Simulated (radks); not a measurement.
All-electron atom: La XXII in [Ar] 3d10 4s1 4p6 4f1 (not the ground configuration). Method: scalar-relativistic Kohn-Sham, OLYP, spin-polarised, spherical densities, point nucleus; open shells are filled with parallel spins first (spin-orbit coupling, left out, can overturn this in heavy ions); computed with a radial shooting solver on a logarithmic mesh with Libxc functionals.

Unscreened Slater integrals over Kohn-Sham orbitals (hartree). They are taken over the spin-up orbitals.

\begin{tabular}{lr}
integral & value \\ \hline
F0(4f,4f) & 1.4144 \\
F2(4f,4f) & 0.75473 \\
F4(4f,4f) & 0.49424 \\
F6(4f,4f) & 0.36225 \\
F0(4f,4p) & 1.4164 \\
F2(4f,4p) & 0.73586 \\
G2(4f,4p) & 0.62857 \\
G4(4f,4p) & 0.45212 \\
F0(4f,4s) & 1.4402 \\
G3(4f,4s) & 0.54105 \\
F0(4f,3d) & 1.7738 \\
F2(4f,3d) & 0.51462 \\
F4(4f,3d) & 0.26085 \\
G1(4f,3d) & 0.41837 \\
G3(4f,3d) & 0.24665 \\
G5(4f,3d) & 0.17078 \\
F0(4p,4p) & 1.4357 \\
F2(4p,4p) & 0.75656 \\
F0(4p,4s) & 1.4578 \\
G1(4p,4s) & 0.99419 \\
F0(4p,3d) & 1.8277 \\
F2(4p,3d) & 0.50074 \\
G1(4p,3d) & 0.16341 \\
G3(4p,3d) & 0.16309 \\
F0(4s,4s) & 1.4817 \\
F0(4s,3d) & 1.8679 \\
G2(4s,3d) & 0.16866 \\
F0(3d,3d) & 3.5469 \\
F2(3d,3d) & 1.7934 \\
F4(3d,3d) & 1.1503 \\
\end{tabular}

Derived for the open shells (J is the average intra-shell exchange parameter used in DFT+U). 4f: F4/F2 = 0.655, F6/F2 = 0.480, J = (286 F2 + 195 F4 + 250 F6)/6435 = 0.06259 hartree.
